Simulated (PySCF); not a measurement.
C4H5, SMILES C=[C]C=C, multiplicity 2.

Geometry: r2SCAN-D4/def2-SVP. The isomer is the one that the SMILES or the coordinates give; other isomers of the formula were not compared. One conformer was computed; it need not be the lowest.

Method: ωB97X/def2-TZVPD in PySCF.

The molecule is in vacuum.

```yaml
total_energy: -155.33009 hartree
point_group: Cs
"α spin, highest occupied and lowest empty level": -7.79 and 1.87 eV
"β spin, highest occupied and lowest empty level": -10.20 and 0.16 eV
dipole_moment: 0.10 D
quadrupole, principal values (traceless, Buckingham form, about the centre of nuclear charge): -3.23, -1.23, 4.46 D·Å
mean_static_polarisability: 56.5 bohr³ (8.37 Å³)
polarisability_principal_values: 37.6, 43.1, 88.8 bohr³
"⟨S²⟩": 0.801 (pure state 0.75)
```
